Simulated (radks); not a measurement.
Values are calculated unless marked as measured or tabulated.
Question: The mean radii <r> (bohr) of the occupied orbitals of an atom or ion are listed with their occupations. Code: a radial shooting solver on a logarithmic mesh with Libxc functionals. Model: Dirac Kohn-Sham, LB94 model potential, spin-unpolarised, spherical densities, finite nucleus; Fermi nuclear charge, rms radius of each element as measured or else 0.836 A^(1/3) + 0.57 fm.

orbital  occ.      <r>
1s1/2       2  0.03106
2s1/2       2   0.1342
2p1/2       2   0.1137
2p3/2       4   0.1187
3s1/2       2   0.3665
3p1/2       2   0.3574
3p3/2       4   0.3681
3d3/2       4   0.3387
3d5/2       6   0.3421
4s1/2       2   0.8282
4p1/2       2   0.8549
4p3/2       2   0.8742

Name the element and its charge. Open shells, if any, fill j = l - 1/2 first.

Answer: Z = 47, silver, charge +13: Ag13+ in [Ar] 3d10 4s2 4p4. The 1s radius gives Z: for a bare nucleus <r> = (2 gamma + 1)/(2Z) with gamma = sqrt(1 - (Z/c)^2), 0.03062 bohr for Z = 47, and screening makes it slightly larger (0.03106 here). The occupations add up to 34, and the charge is Z minus that.
